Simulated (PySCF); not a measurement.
Gas-phase reaction: SnO2 + I2 ⇌ SnI2 + O2

Method: PySCF energies (xtb for GFN2) plus ideal-gas RRHO corrections (1 bar). † marks an energy on the PBE0/def2-TZVP geometry and frequencies; other levels use their own. MP2 and CCSD(T) freeze the core. Open shells (unrestricted): O2 (multiplicity 3); the rest are closed-shell singlets. GFN2 has no spin-polarisation term. B3LYP is the form with VWN-RPA correlation. I, Sn: scalar-relativistic def2 core potential, no spin-orbit coupling. SnO2: computed as isolated molecules; such fragments, hydroxides, amides, oligomers or adducts are transient or little studied in the gas. MP2 isn't extrapolated to the basis-set limit. CCSD(T) isn't extrapolated to the basis-set limit. Warning, large T1 diagnostic: SnO2 (CCSD(T)/def2-TZVPP†).

| level | ΔH°(298 K), kJ |
|---|---|
| B3LYP/def2-TZVP† | ? |
| BLYP/def2-TZVP† | -104 |
| CCSD(T)/def2-TZVPP† | -110 |
| GFN2-xTB | 8 |
| HF/def2-TZVP† | ? |
| MP2/def2-SVP† | -168 |
| PBE/def2-SVP | -197 |
| PBE/def2-TZVP† | ? |
| PBE0/def2-QZVP† | -158 |
| PBE0/def2-SVP† | ? |
| PBE0/def2-TZVP | -169 |

Fill in the missing entries.


- B3LYP/def2-TZVP†, ΔH°(298 K), kJ: -145
- HF/def2-TZVP†, ΔH°(298 K), kJ: -313
- PBE/def2-TZVP†, ΔH°(298 K), kJ: -117
- PBE0/def2-SVP†, ΔH°(298 K), kJ: -258
